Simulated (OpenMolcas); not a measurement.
An OpenMolcas run meant for neutral barium (ANO-RCC-VDZP, DKH2; inactive shells 1s 2s 2p 3s 3p 3d 4s 4p 4d 5s 5p; intended active space 2 electrons in 4 orbitals (6s 6p)). One step of its input:

```
&CASPT2
Multistate=1 1
Frozen=14 9
IPEA=0.25
Shift=1.5
MaxIter=60
WThr=0.0 0.3 0.05
PrWF=0.5
NoMix
```

The run finished. Its levels beside those of a sound run (SS-CASPT2, IPEA 0.25 Eh, imaginary shift 0.1 Eh (closed shells correlated: 5s 5p)), in cm⁻¹ above each run's lowest level:

| Level | This run | Usual run |
| --- | --- | --- |
| 6s² ¹S₀ | 0.0 | 0.0 |
| 6s 6p ³P°₀ | 11515 | 11710 |
| 6s 6p ³P°₁ | 11798 | 11993 |
| 6s 6p ³P°₂ | 12363 | 12559 |

Q: Which setting is unsound, and how much does it matter here?

A: The level shift is far above the usual 0.1 to 0.3 hartree and damps the second-order energy. Against the sound run the excited levels shown move by 200 cm-1 on average and by 200 cm-1 at most.

Some high roots are left out of the spin-orbit mixing, which shifts the levels that they would mix with. Levels of configurations outside the active space are missing.

° marks odd parity.
